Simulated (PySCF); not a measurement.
C2H5OS, SMILES [CH2]S(C)=O, multiplicity 2. Atoms are numbered in the order given.

```xyz
9

C      1.2025    -0.5600     0.9157
S      0.1493    -0.0866    -0.3867
C     -1.4901    -0.5228     0.3588
O      0.1697     1.4044    -0.6333
H      1.2506    -1.6394     1.1379
H      2.1087     0.0578     1.0184
H     -1.6326     0.1257     1.2427
H     -1.5055    -1.5955     0.6304
H     -2.2419    -0.3022    -0.4219
```
Charge 0, spin multiplicity 2.

Coordinates come from a PBE-D3(BJ)/def2-SVP optimisation. The isomer is the one that the SMILES or the coordinates give; other isomers of the formula were not compared.

Computed with B3LYP/pcH-1 in PySCF.

Unrestricted Kohn–Sham, ⟨S²⟩ = 0.756. Hyperfine tensors hold the contact and dipolar terms, without spin-orbit corrections.

Computed hyperfine couplings:
```json
[
 {"nucleus": "13C no. 1", "A(iso) (MHz)": "111.4", "A(iso) (G)": "39.7", "dipolar principal values (MHz)": "-69.1, -68.8, 137.9"},
 {"nucleus": "33S no. 2", "A(iso) (MHz)": "53.7", "A(iso) (G)": "19.1", "dipolar principal values (MHz)": "-15.6, -10.0, 25.6"},
 {"nucleus": "13C no. 3", "A(iso) (MHz)": "85.0", "A(iso) (G)": "30.3", "dipolar principal values (MHz)": "-7.7, -6.9, 14.6"},
 {"nucleus": "17O no. 4", "A(iso) (MHz)": "-2.6", "A(iso) (G)": "-0.9", "dipolar principal values (MHz)": "-21.5, 9.0, 12.5"},
 {"nucleus": "1H no. 5", "A(iso) (MHz)": "-42.4", "A(iso) (G)": "-15.1", "dipolar principal values (MHz)": "-30.1, -2.9, 33.1"},
 {"nucleus": "1H no. 6", "A(iso) (MHz)": "-48.9", "A(iso) (G)": "-17.4", "dipolar principal values (MHz)": "-30.6, -2.5, 33.1"},
 {"nucleus": "1H no. 7", "A(iso) (MHz)": "-1.5", "A(iso) (G)": "-0.5", "dipolar principal values (MHz)": "-5.1, -0.8, 5.9"},
 {"nucleus": "1H no. 8", "A(iso) (MHz)": "-5.5", "A(iso) (G)": "-2.0", "dipolar principal values (MHz)": "-4.5, -2.0, 6.5"},
 {"nucleus": "1H no. 9", "A(iso) (MHz)": "-2.2", "A(iso) (G)": "-0.8", "dipolar principal values (MHz)": "-4.5, -1.9, 6.4"}
]
```

Problem. And the g tensor (effective nuclear charges for spin-orbit coupling, GIAO)? (The exact figures need the calculation; the answer reports its results.)

Solution. principal values 2.0017, 2.0026, 2.0057; isotropic 2.0033.
